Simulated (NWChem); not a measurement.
System: C$_{3}$H$_{3}$Cl$_{2}$F; SMILES F[C@@H]1CC1(Cl)Cl

The following NWChem deck was run.

```
start job
memory heap 200 mb stack 900 mb global 1100 mb
geometry units angstroms noautosym nocenter noautoz
  F     -0.487369     2.138968    -0.607778
  C     -1.001657     0.947583    -0.206828
  C     -0.826382     0.537264     1.237831
  C     -0.054210    -0.172379     0.148853
  Cl     1.675658     0.138002     0.004781
  Cl    -0.536797    -1.823609    -0.279038
  H     -1.927124     0.675963    -0.744649
  H     -1.639145    -0.008226     1.741541
  H     -0.237197     1.220105     1.869753
end
basis spherical
  F library 6-31g*
  C library 6-31g*
  Cl library 6-31g*
  H library 6-31g*
end
dft
  xc m06-2x
  iterations 150
end
cosmo
  do_cosmo_smd true
  solvent propnol2
end
task dft energy
```

All runs use the structure optimised with PBE-D3(BJ)/def2-SVP. Solvent: 2-propanol.

Level: M06-2X/6-31G* with SMD (1 M gas to 1 M solution), gas-phase geometry.

### Question
Predict the main results of this run. (M06-2X/6-31G* (spherical d), SMD on the gas-phase geometry.) Quantities: solvation free energy (kcal/mol); cavity-dispersion-structure term (kcal/mol); dipole in solution (D).

### Answer
solvation free energy (kcal/mol): -6.3
cavity-dispersion-structure term (kcal/mol): -2.0
dipole in solution (D): 2.92
